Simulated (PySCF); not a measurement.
## Correlation energy of Si (silicon, neutral)

[Ne] 3s2 3p1 4s1, high-spin 3P determinant (an excited configuration). All numbers are calculated (PySCF 2.14, the spin-free X2C one-electron Hamiltonian (Gaussian nucleus), in aug-cc-pVTZ-DK). Frozen: [Ne]; 4 electrons correlated.

| level | correlation energy (mhartree) |
| --- | --- |
| CCSD | -67.62 |
| (T) | -2.09 |
| CCSD(T) | -69.71 |

Diagnostics: T1 = 0.019, D1 = 0.0507, largest double amplitude 0.095.

The outer electron is Rydberg-like, and this basis confines it to a smaller radius and binds it less than a complete one would.

Cost of the coupled-cluster step: roughly 3 core-seconds, for 4 correlated electrons.

Iterations:

```
CC2 = 0
CCSD nocc = (np.int64(3), np.int64(1)), nmo = (45, 45)
frozen orbitals [[0, 1, 2, 3, 4], [0, 1, 2, 3, 4]]
max_cycle = 100
direct = 0
conv_tol = 1e-08
conv_tol_normt = 1e-06
diis_space = 8
diis_start_cycle = 0
Init t2, MP2 energy = -0.0497604781198815
Init E_corr(UCCSD) = -0.0497604781211631
cycle = 1  E_corr(UCCSD) = -0.0611866312840437  dE = -0.0114261532  norm(t1,t2) = 0.0583881
cycle = 2  E_corr(UCCSD) = -0.0648701831047695  dE = -0.00368355182  norm(t1,t2) = 0.0249832
cycle = 3  E_corr(UCCSD) = -0.0674601072905306  dE = -0.00258992419  norm(t1,t2) = 0.0128357
cycle = 4  E_corr(UCCSD) = -0.0675292548595855  dE = -6.91475691e-05  norm(t1,t2) = 0.00509868
cycle = 5  E_corr(UCCSD) = -0.0676597584309308  dE = -0.000130503571  norm(t1,t2) = 0.0028637
cycle = 6  E_corr(UCCSD) = -0.0676628258824961  dE = -3.06745157e-06  norm(t1,t2) = 0.00970546
cycle = 7  E_corr(UCCSD) = -0.0675938388612836  dE = 6.89870212e-05  norm(t1,t2) = 0.00293311
cycle = 8  E_corr(UCCSD) = -0.0676400323729813  dE = -4.61935117e-05  norm(t1,t2) = 0.000458071
cycle = 9  E_corr(UCCSD) = -0.0676135573327883  dE = 2.64750402e-05  norm(t1,t2) = 0.000275219
cycle = 10  E_corr(UCCSD) = -0.0676250017059436  dE = -1.14443732e-05  norm(t1,t2) = 0.00013742
cycle = 11  E_corr(UCCSD) = -0.067625228412295  dE = -2.26706351e-07  norm(t1,t2) = 5.45429e-05
cycle = 12  E_corr(UCCSD) = -0.0676251833731732  dE = 4.50391218e-08  norm(t1,t2) = 4.92458e-05
cycle = 13  E_corr(UCCSD) = -0.0676247958981246  dE = 3.87475049e-07  norm(t1,t2) = 0.000341789
cycle = 14  E_corr(UCCSD) = -0.0676246797686124  dE = 1.16129512e-07  norm(t1,t2) = 6.2264e-06
cycle = 15  E_corr(UCCSD) = -0.0676246682297186  dE = 1.15388938e-08  norm(t1,t2) = 3.64897e-06
cycle = 16  E_corr(UCCSD) = -0.0676246543504854  dE = 1.38792332e-08  norm(t1,t2) = 3.58197e-05
cycle = 17  E_corr(UCCSD) = -0.0676246407489153  dE = 1.36015701e-08  norm(t1,t2) = 4.49814e-07
cycle = 18  E_corr(UCCSD) = -0.0676246350096629  dE = 5.73925245e-09  norm(t1,t2) = 1.56481e-07
UCCSD converged
E(UCCSD) = -289.3482842413844  E_corr = -0.06762463500966287
UCCSD(T) correction = -0.00208711072450368
```
